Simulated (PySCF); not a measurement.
# Tellurium: a sound run and one with changed settings

Sound run: Te [Kr] 4d10 5s2 5p4, Te+ [Kr] 4d10 5s2 5p3. Computed with PySCF 2.14 in cc-pVDZ-PP with ECP28MDF, with a scalar-relativistic core potential. The sound run starts from symmetry-adapted Hartree-Fock orbitals and uses a fine grid where one is needed.

Changed run: 14 angular points. This setting is unsound on purpose.

| species | method | sound run (hartree) | changed run (hartree) | converged |
| --- | --- | --- | --- | --- |
| Te | UHF | -266.99733 | -266.99733 | yes |
| Te | LDA | -267.57475 | -267.57451 | yes |
| Te | PBE | -267.96400 | -267.96382 | yes |
| Te+ | UHF | -266.71437 | -266.71437 | yes |
| Te+ | LDA | -267.24597 | -267.24597 | yes |
| Te+ | PBE | -267.64556 | -267.64556 | yes |

Ionisation energy of Te:

| method | sound run (eV) | changed run (eV) |
| --- | --- | --- |
| UHF | 7.700 | 7.700 |
| LDA | 8.946 | 8.940 |
| PBE | 8.665 | 8.660 |

A coarse angular grid integrates products of high-l functions wrongly, so density functionals can shift, and the SCF can exploit the error; Hartree-Fock and MP2 need no grid.

For comparison, NIST gives 9.010 eV between the lowest levels.
